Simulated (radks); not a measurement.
The numbers below are computed, except where a source is named.
I V, 49 electrons, occupied as [Kr] 4d10 5s2 5p1. Level of theory: Dirac Kohn-Sham, BLYP, spin-unpolarised, spherical densities, finite nucleus; open shells fill j = l - 1/2 first; Fermi nuclear charge, rms radius 4.75 fm (a radial shooting solver on a logarithmic mesh with Libxc functionals).

Spin-orbit splittings of the eigenvalues, e(l+1/2) - e(l-1/2), with zeta = 2 splitting/(2l+1) and mean radii in bohr:

shell  occ.  splitting (eV)  zeta (eV)  <r> j=l-1/2  <r> j=l+1/2
2p        6           298.9      199.3      0.09845       0.1041
3p        6           56.24      37.49       0.3040       0.3156
3d       10           11.83      4.732       0.2865       0.2901
4p        6           11.02      7.344       0.7714       0.7994
4d       10           1.742     0.6967       0.9067       0.9175
5p        1           1.610      1.074        1.996        2.060
